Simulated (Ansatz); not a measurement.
**triplet C: levels of theory in one basis**

A single C atom.

Basis set: cc-pVDZ (spherical functions). Left uncorrelated: 1 orbital. Correlation on ROHF uses semicanonical orbitals with singles. Charge 0, multiplicity 3.

Computed with Ansatz (development build ahead of 0.2.0); each method stands on the lowest determinant of its kind that the runs found.

```json
{"method": "ROHF", "E − E(ROHF) (eV)": "0.00", "<S²> of the determinant": "2.00"}
{"method": "UHF", "E − E(ROHF) (eV)": "-0.11", "<S²> of the determinant": "2.01"}
{"method": "ROHF-MP2", "E − E(ROHF) (eV)": "-1.51", "<S²> of the determinant": "–"}
{"method": "UHF-MP2", "E − E(ROHF) (eV)": "-1.52", "<S²> of the determinant": "2.01"}
{"method": "ROHF-CCSD", "E − E(ROHF) (eV)": "-2.09", "<S²> of the determinant": "–"}
{"method": "UHF-CCSD", "E − E(ROHF) (eV)": "-2.10", "<S²> of the determinant": "2.01"}
{"method": "ROHF-CCSD(T)", "E − E(ROHF) (eV)": "-2.12", "<S²> of the determinant": "–"}
{"method": "UHF-CCSD(T)", "E − E(ROHF) (eV)": "-2.12", "<S²> of the determinant": "2.01"}
{"method": "ROHF-CCSDT", "E − E(ROHF) (eV)": "-2.13", "<S²> of the determinant": "–"}
{"method": "UHF-CCSDT", "E − E(ROHF) (eV)": "-2.13", "<S²> of the determinant": "2.01"}
{"method": "UHF-CCSDT(Q)", "E − E(ROHF) (eV)": "-2.13", "<S²> of the determinant": "2.01"}
```

(1) Is a single determinant a sound starting point here?

Results:

(1) By this sign, yes. Unrestricted orbitals gain 0.11 eV and <S²> is 2.01 against 2.00 for a pure state.
